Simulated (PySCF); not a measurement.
F₄Te, triplet, geometry from GFN2-xTB (a higher spin typed on purpose: for a closed-shell molecule this is an excited state) (core potentials on Te). Base run: SVWN5/def2-SV(P) run with PySCF.

The PySCF input:
```python
from pyscf import gto, scf, dft

mol = gto.M(
    atom='''
Te   -0.01212984    0.00717280    0.04829380
F    -0.14724257    1.81387706    1.04877868
F     0.21441232   -1.52023906   -1.22691457
F    -0.48009114   -1.44291290    1.44888990
F     0.48300493    1.10783207   -1.54978487
''',
    basis='def2-sv(p)',
    ecp={'Te': 'def2-sv(p)'},
    spin=2,
    verbose=4,
)

mf = dft.UKS(mol)
mf.xc = 'lda,vwn'
mf.kernel()
```

Each row names what was changed in the base input (with any setting that the change needs).

```tsv
change	E (Eh)	HOMO (eV)	dipole (D)	<S^2>	core-seconds (rough)
base	-664.07214	-7.02	0.55	2.002	5
functional = wb97x_v	-666.79000	-11.09	0.74	2.020	100
functional = lc_wpbe	-666.76498	-11.55	0.72	2.020	20
functional = wb97m_v	-666.81629	-10.98	0.73	2.017	100
functional = m06	-666.91516	-8.67	0.78	2.008	20
functional = pw6b95	-667.52275	-8.84	0.75	2.013	20
functional = bp86	-667.10964	-7.04	0.58	2.003	9
functional = blyp; dispersion = d4	-666.91500	-6.70	0.58	2.003	8
functional = b3lyp; dispersion = d4	-667.04849	-8.35	0.71	2.011	10
functional = b97m_v	-666.80516	-7.66	0.70	2.007	100
functional = wb97x	-666.90405	-11.09	0.75	2.021	20
functional = tpssh	-666.86710	-7.87	0.66	2.008	30
functional = o3lyp	-667.11292	-7.83	0.66	2.007	10
```

Total energies compare only within one method and basis.

Open shells are given as the SCF converged; they aren't shown to be the lowest states, and a large step between rows can be another state.
